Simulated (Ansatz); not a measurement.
C2Cl3, SMILES Cl[C]=C(Cl)Cl, multiplicity 2.

Coordinates come from a B3LYP-D3(BJ)/def2-SVP optimisation. The isomer is the one that the SMILES or the coordinates give; other isomers of the formula were not compared.

Two levels are set side by side: PBE/def2-SVPD (Ansatz, a quantum-chemistry and plane-wave program) and CAM-B3LYP/def2-SVPD (Ansatz). Energy differences of separate SCF runs at the same geometry; the states with an electron removed or added have multiplicity 3 and 1. Differences are taken from unrounded values.

```tsv
quantity	CAM-B3LYP	PBE	PBE minus CAM-B3LYP
vertical ionisation energy (eV)	9.70	9.29	-0.41
vertical electron affinity (eV)	1.99	1.93	-0.06
```
